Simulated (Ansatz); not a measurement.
Consider the hydrogenolysis of a C–O bond: `O=CC(Cl)O[SiH3]` + H₂ → `O=CCCl` + `O[SiH3]`.

Isolated molecules relaxed with PBE0-D4/def2-TZVP in Ansatz; ΔE leaves out vibrations. CCSD(T)/CBS adds triple-zeta CCSD(T) − MP2 to the extrapolated MP2 energy (def2 sets, frozen cores). This one scheme is used for every species. Functionals use def2-TZVPP. B3LYP here is the variant with VWN-RPA as its local correlation; programs differ in this. HSE06 is defined as in plane-wave codes. One conformer a species, not always the lowest.

```
             level  ΔE (kcal/mol)  difference from CCSD(T)/CBS
       LDA (SPW92)          -18.3                          3.5
            PBE-D4          -19.2                          2.6
         revPBE-D4          -17.7                          4.1
           BLYP-D4          -17.7                          4.1
         r2SCAN-D4          -19.7                          2.1
            B97M-V          -21.5                          0.3
           PBE0-D4          -21.3                          0.5
          B3LYP-D4          -19.8                          2.0
        r2SCANh-D4          -20.5                          1.3
        r2SCAN0-D4          -21.5                          0.3
          HSE06-D4          -21.3                          0.5
          BHLYP-D4          -21.6                          0.2
      CAM-B3LYP-D4          -20.9                          0.9
           ωB97X-V          -20.9                          0.9
           ωB97M-V          -21.1                          0.7
            B2PLYP          -22.4                         -0.6
          PBE-QIDH          -22.8                         -1.0
               PBE          -21.3                          0.5
              BLYP          -22.0                         -0.2
            r2SCAN          -20.3                          1.5
              PBE0          -23.2                         -1.4
           r2SCANh          -21.1                          0.7
             HSE06          -23.1                         -1.3
             BHLYP          -24.4                         -2.6
         CAM-B3LYP          -22.9                         -1.1
           LC-ωPBE          -24.1                         -2.3
RPA@PBE/def2-TZVPP          -20.2                          1.6
       HF/def2-SVP          -23.2                         -1.4
      MP2/def2-SVP          -18.0                          3.8
  CCSD(T)/def2-SVP          -17.7                          4.1
     HF/def2-TZVPP          -26.3                         -4.5
    MP2/def2-TZVPP          -21.2                          0.6
SCS-MP2/def2-TZVPP          -21.8                          0.0
CCSD(T)/def2-TZVPP          -21.3                          0.5
     HF/def2-QZVPP          -26.3                         -4.5
    MP2/def2-QZVPP          -21.5                          0.3
SCS-MP2/def2-QZVPP          -22.2                         -0.4
      HF/CBS(def2)          -26.3                         -4.5
     MP2/CBS(def2)          -21.7                          0.1
    CCSD/CBS(def2)          -23.4                         -1.6
       CCSD(T)/CBS          -21.8                            0
```

Problem. What do rigid-rotor, harmonic-oscillator terms from PBE0-D4/def2-TZVP frequencies (298.15 K, 1 bar) make of the CCSD(T)/CBS value? (An estimate is asked.)

Solution. Computed: ΔZPE = +5.1 kcal/mol, ΔH = -17.7 kcal/mol, ΔS = 51 J/(mol·K), ΔG = -21.4 kcal/mol. Modes under 50 cm⁻¹ make the entropy rough.

Largest T1 diagnostic among the species: 0.013.

At CCSD(T), def2-SVP lies +4.1 kcal/mol from the extrapolated value and def2-TZVPP +0.5 kcal/mol. In def2-TZVPP, CCSD(T) changes the Hartree–Fock value by +5.0 kcal/mol (the triples alone add +1.6 kcal/mol) and MP2 by +5.0 kcal/mol.

CCSD(T)/CBS has its own doubt, a few kJ/mol and more with outer-core shells, so smaller differences from it don't rank the levels.
